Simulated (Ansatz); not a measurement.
HB (SMILES [BH]), singlet, at a GFN2-xTB geometry; CCSD(T)/STO-3G in Ansatz (a program for electronic structure).

Here is a job for Ansatz.
Ansatz 0.2 input:
```yaml
crystal:
  periodic: [false, false, false]
  atoms:
    - {symbol: B, position_ang: [-0.00000000, -0.00000000, -0.19417233]}
    - {symbol: H, position_ang: [0.00000000, 0.00000000, 0.97086163]}
basis:
  gaussian:
    orbitals: STO-3G
magnetization: {spin_polarized: false}
correlation: {method: ccsd_t, diis_vectors: 4}
```

The log (banner, timings and long lists left out):

```
Functional definition: HF
72 factors; integrals over basis functions are off by at most 9.2e-7 eV
mean field evaluation 1: about -673.3048 eV, gradient 6.5e0 eV
mean field evaluation 2: about -673.3062 eV, gradient 6.4e0 eV
mean field evaluation 4: about -673.5279 eV, gradient 1.9e-1 eV
mean field evaluation 8: about -673.5278 eV, gradient 9.0e-6 eV
mean field evaluation 16: about -673.5278 eV, gradient 4.9e-5 eV
mean field -673.52778620 eV, -24.7516896093 hartree, gradient 9.0e-6 eV, S^2 0.000000; 1 other end points of the search recorded, 0 dependent functions left out; unrestricted orbitals would lower it
1 core orbitals not correlated
reference -673.52778620 eV, -24.7516896093 hartree; 2, 2 occupied and 3, 3 virtual orbitals, 72 factors
second order -0.75403876 eV of doubles, -0.00000000 eV of singles
cycle   1  -1.09883714 eV  change   -3.4e-1 eV  update   7.2e-2
cycle   2  -1.48937809 eV  change   -3.9e-1 eV  update   4.2e-2
cycle   3  -1.48036841 eV  change    9.0e-3 eV  update   6.4e-3
cycle   4  -1.49025754 eV  change   -9.9e-3 eV  update   2.5e-3
cycle   5  -1.48574219 eV  change    4.5e-3 eV  update   6.9e-4
cycle   6  -1.48680864 eV  change   -1.1e-3 eV  update   1.4e-4
cycle   7  -1.48673542 eV  change    7.3e-5 eV  update   1.2e-5
cycle   8  -1.48673250 eV  change    2.9e-6 eV  update   1.9e-6
perturbative correction -0.00115487 eV, -0.0000424407 hartree
Total energy: -675.01567357 eV, -24.8063684616 hartree
```
